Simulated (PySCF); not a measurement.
Ligand exchange on a metal centre used in film growth or etching (Hf F-NH2). Isolated molecules, 0 K electronic values unless said otherwise. One relaxed conformer stands for each flexible species; it need not be the lowest.

The HOMO from two functionals at the same geometries (r2SCAN-D4/def2-SVP), both in PySCF: PBE-D3(BJ)/def2-TZVP and TPSSh-D3(BJ)/def2-TZVP. 

| species | PBE-D3(BJ)/def2-TZVP (eV) |
|---|---|
| 0 of 4 F replaced by NH2 ([Hf(F)4]) | -10.10 |
| 1 of 4 F replaced by NH2 ([Hf(F)3(NH2)]) | -6.67 |
| 3 of 4 F replaced by NH2 | -5.64 |
| 4 of 4 F replaced by NH2 ([Hf(NH2)4]) | -5.28 |

Problem. What does TPSSh-D3(BJ)/def2-TZVP give for each?

Solution. 
- 0 of 4 F replaced by NH2 ([Hf(F)4]): -11.02
- 1 of 4 F replaced by NH2 ([Hf(F)3(NH2)]): -7.31
- 3 of 4 F replaced by NH2: -6.25
- 4 of 4 F replaced by NH2 ([Hf(NH2)4]): -5.89
Over these rows, drawn at random from the members with no instability flagged (it was tested for open shells, ions and some series alone), PBE minus TPSSh-D3(BJ): mean +0.69 eV, from +0.61 eV to +0.92 eV.
